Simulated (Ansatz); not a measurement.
`C[CH2][InH][F]` + H₂Se → `[F][InH][SeH]` + ethane at 500 K and 1 bar (ligand exchange at the In–C bond).

Computed with Ansatz on PBE0-D4/def2-TZVP structures; ΔE is electronic, products minus reactants. CBS: MP2 limit from def2 TZ/QZ plus the TZ coupled-cluster correction, frozen cores. This one scheme is used for every species. def2 core potentials past Kr. For In, Se outer-core shells are correlated without core-valence functions, which leaves a few kJ/mol of doubt a bond. Scalar relativity is left out up to krypton. One conformer a species, not always the lowest.

```json
{"species": "`C[CH2][InH][F]`", "CCSD(T)/CBS energy (Eh)": "-369.34165", "H − E (kJ/mol)": "233.2", "S (J/(mol·K))": "416.2"}
{"species": "H₂Se", "CCSD(T)/CBS energy (Eh)": "-2401.89790", "H − E (kJ/mol)": "53.1", "S (J/(mol·K))": "237.8"}
{"species": "`[F][InH][SeH]`", "CCSD(T)/CBS energy (Eh)": "-2691.57127", "H − E (kJ/mol)": "75.0", "S (J/(mol·K))": "373.4"}
{"species": "`CC`", "CCSD(T)/CBS energy (Eh)": "-79.71954", "H − E (kJ/mol)": "220.5", "S (J/(mol·K))": "259.9"}
```

H − E and S are ideal-gas, rigid-rotor, harmonic terms from PBE0-D4/def2-TZVP, for one conformer and one mirror image of each species. 1 Eh = 2625.50 kJ/mol, R = 8.31446 J/(mol·K).

**Question.** By hand: ΔE, ΔH, ΔS and ΔG.

**Answer.** ΔE = (-2691.57127) + (-79.71954) − (-369.34165) − (-2401.89790) = -0.05126 Eh = -134.6 kJ/mol. Δ(H − E) = 75.0 + 220.5 − 233.2 − 53.1 = 9.2, so ΔH = -125.4 kJ/mol. ΔS = 373.4 + 259.9 − 416.2 − 237.8 = -20.7 J/(mol·K). ΔG = -125.4 − 500 × (-20.7)/1000 = -115.1 kJ/mol.

**Question.** By hand: the equilibrium constant, and the temperature at which ΔG would vanish if ΔH and ΔS stayed fixed.

**Answer.** log₁₀ K = −ΔG/(RT ln 10) = 12.0. ΔG = 0 at ΔH/ΔS = 6058 K, far beyond where these terms or the molecules hold.

ΔH outweighs TΔS. A doubt of 5 kJ/mol in ΔE shifts log₁₀ K by 0.5 here. Other conformers and mirror images would add mixing entropy, several J/(mol·K) or more a flexible species. Modes under 60 cm⁻¹, often nearly free rotors, make the harmonic entropy too high. These are equilibria of isolated gas molecules and say nothing of rates. Largest T1 diagnostic: 0.014 (customary marks: 0.02 for closed shells, 0.045 for open ones).
